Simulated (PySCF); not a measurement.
Si(Cl)2(F)(SH) (Cl2FHSSi), SMILES F[Si](S)(Cl)Cl. Atoms are numbered in the order given.

```xyz
6

F     -0.4665     0.4635     1.7461
Si    -0.0644     0.0608     0.2361
S      1.7746    -0.9888     0.1744
Cl    -1.5068    -1.1884    -0.4971
Cl    -0.0102     1.8183    -0.8192
H      2.4961     0.0896     0.5654
```

The structure is a stationary point at B3LYP-D3(BJ)/def2-SVP. The structure was generated by enumeration, and PubChem lists no compound with its InChIKey, so it may never have been made. The values are those of a single conformer.

Computed with TDDFT-LC-ωPBE/def2-SVPD (PySCF).

Vertical excitations. Isolated molecule, no solvent.

| state | energy (eV) | λ (nm) | f | main pairs |
|---|---|---|---|---|
| S1 | 6.42 | 193 | 0.004 | HOMO→LUMO+1 70 %, HOMO→LUMO 14 % |
| S2 | 7.21 | 172 | 0.031 | HOMO→LUMO 66 %, HOMO→LUMO+1 14 % |
| S3 | 7.87 | 158 | 0.009 | HOMO→LUMO+3 56 %, HOMO→LUMO+4 17 % |
| S4 | 8.25 | 150 | 0.003 | HOMO→LUMO+6 33 %, HOMO−1→LUMO 18 %, HOMO−1→LUMO+1 9 %, HOMO−2→LUMO+1 8 % |
| S5 | 8.39 | 148 | 0.036 | HOMO−1→LUMO 37 %, HOMO→LUMO+6 12 %, HOMO−1→LUMO+1 7 %, HOMO−2→LUMO 6 % |
| S6 | 8.50 | 146 | 0.039 | HOMO−3→LUMO 30 %, HOMO−2→LUMO 18 %, HOMO−2→LUMO+1 10 %, HOMO−3→LUMO+1 6 % |
| S7 | 8.71 | 142 | 0.145 | HOMO−3→LUMO 22 %, HOMO−2→LUMO 16 %, HOMO−3→LUMO+3 8 %, HOMO−4→LUMO 5 % |
| S8 | 8.96 | 138 | 0.086 | HOMO−4→LUMO 28 %, HOMO−2→LUMO 10 %, HOMO−1→LUMO+3 6 % |
| S9 | 9.07 | 137 | 0.009 | HOMO−2→LUMO+1 36 %, HOMO−1→LUMO+1 12 %, HOMO−2→LUMO 6 % |
| S10 | 9.32 | 133 | 0.038 | HOMO→LUMO+2 35 %, HOMO−1→LUMO+3 18 %, HOMO→LUMO+7 6 % |
| T1 | 5.91 | 210 | 0 | HOMO→LUMO+1 70 %, HOMO→LUMO 12 % |
| T2 | 6.56 | 189 | 0 | HOMO→LUMO 58 %, HOMO→LUMO+8 11 %, HOMO→LUMO+1 10 % |
| T3 | 7.29 | 170 | 0 | HOMO−2→LUMO+1 20 %, HOMO−2→LUMO 14 %, HOMO→LUMO+6 13 %, HOMO→LUMO+4 10 % |
| T4 | 7.57 | 164 | 0 | HOMO→LUMO+3 38 %, HOMO→LUMO+4 17 %, HOMO−2→LUMO+1 10 %, HOMO−2→LUMO 7 % |
Triplets are in the Tamm–Dancoff approximation, which puts them higher than full response would, so one can lie above its singlet here.
